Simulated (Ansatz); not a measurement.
Reaction (formal exchange of groups at a Ga–C bond): `B[CH2][GaH][CH3]` + `CC(O)F` → `[CH3][GaH][F]` + `BCC(C)O`

Computed with Ansatz on PBE0-D4/def2-TZVP structures; ΔE is electronic, products minus reactants. CBS: MP2 limit from def2 TZ/QZ plus the TZ coupled-cluster correction, frozen cores. DFT in def2-TZVPP. For Ga outer-core shells are correlated without core-valence functions, which leaves a few kJ/mol of doubt a bond. Scalar relativity is left out up to krypton. One conformer a species, not always the lowest.

`B[CH2][GaH][CH3]`:

Z-matrix (Å, degrees):
```
C
Ga 1 2.025
B 1 1.507 2 99.7
H 1 1.096 2 99.5 3 119.4
H 1 1.089 2 104.8 3 -124.0
C 2 1.961 1 120.2 3 -61.6
H 2 1.572 1 116.1 3 121.3
H 3 1.201 1 120.7 2 82.6
H 3 1.202 1 120.9 2 -91.6
H 6 1.095 2 108.6 1 91.9
H 6 1.091 2 112.2 1 -149.2
H 6 1.091 2 111.4 1 -26.0
```

`CC(O)F`:

```xyz
9

C     0.479    0.692   -0.587
C    -0.109   -0.475    0.147
O    -0.792   -0.018    1.252
F    -0.989   -1.147   -0.694
H    -0.316    1.394   -0.845
H     1.210    1.199    0.044
H     0.969    0.351   -1.499
H     0.648   -1.222    0.420
H    -1.099   -0.773    1.763
```

`[CH3][GaH][F]`:

Z-matrix (Å, degrees):
```
C
Ga 1 1.950
H 1 1.091 2 110.1
H 1 1.093 2 109.4 3 -118.5
H 1 1.091 2 111.7 3 122.0
F 2 1.767 1 114.1 3 28.2
H 2 1.559 1 133.5 3 -152.5
```

`BCC(C)O`:

Cartesian coordinates in Å:
```
B -0.912 0.451 -1.937
C -0.506 -0.436 -0.729
C 0.166 0.298 0.414
C 0.481 -0.589 1.602
O 1.355 0.850 -0.141
H -1.088 -0.030 -3.020
H -1.135 1.619 -1.785
H 0.096 -1.303 -1.026
H -1.463 -0.862 -0.379
H -0.497 1.115 0.738
H 1.131 -1.413 1.297
H -0.434 -1.008 2.029
H 0.988 -0.027 2.392
H 1.818 1.335 0.546
```

CCSD(T)/CBS gives -0.79 eV.

Problem. Another level gave -0.89 eV. Which?
A. r2SCAN/def2-TZVPP
B. HF/def2-TZVPP
C. MP2/def2-TZVPP
D. CCSD(T)/def2-TZVPP

Solution. B. HF/def2-TZVPP -0.89, MP2/def2-TZVPP -0.83, CCSD(T)/def2-TZVPP -0.78, r2SCAN -0.72 eV.

Largest T1 diagnostic among the species: 0.013.

In def2-TZVPP, CCSD(T) changes the Hartree–Fock value by +0.12 eV (the triples alone add +0.03 eV) and MP2 by +0.07 eV. From PBE to PBE0 (25 % exact exchange), in def2-TZVPP and without D4, ΔE moves by −0.03 eV.
